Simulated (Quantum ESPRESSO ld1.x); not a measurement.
The silver ion Ag3+, configuration [Kr] 4d8 (the NIST ground configuration). Calculated with ld1.x of Quantum ESPRESSO 7.5: scalar-relativistic Kohn-Sham, relativistic LDA (MacDonald-Vosko exchange, VWN5 correlation), spin-unpolarised, spherical densities, point nucleus.

Normalised radial functions P(r) = r R(r), r in bohr:

r	3d
0.004543	0.0003
0.005205	0.0004
0.005916	0.0006
0.006723	0.0009
0.007703	0.0013
0.008755	0.0018
0.01003	0.0027
0.0114	0.0038
0.01306	0.0055
0.01484	0.0078
0.01701	0.0113
0.01933	0.0160
0.02214	0.0228
0.02517	0.0319
0.02884	0.0452
0.03277	0.0623
0.03725	0.0853
0.04267	0.1180
0.0485	0.1588
0.05557	0.2153
0.06316	0.2834
0.07236	0.3742
0.08224	0.4790
0.09422	0.6120
0.1071	0.7570
0.1227	0.9288
0.1394	1.1013
0.1585	1.2752
0.1816	1.4483
0.2064	1.5853
0.2364	1.6864
0.2687	1.7258
0.3078	1.6986
0.3499	1.6055
0.4009	1.4413
0.4556	1.2393
0.522	0.9962
0.5932	0.7638
0.6797	0.5367
0.7725	0.3576
0.878	0.2202
1.006	0.1195
1.143	0.0608
1.31	0.0264
1.489	0.0106
1.705	0.0035
1.938	0.0010
2.221	0.0002
2.524	0.0000
2.892	0.0000
3.287	0.0000
3.765	0.0000
4.28	0.0000

3d: eigenvalue -398.34 eV, 0 radial nodes, <r> = 0.346 bohr, 90 % of the charge inside 0.548 bohr.
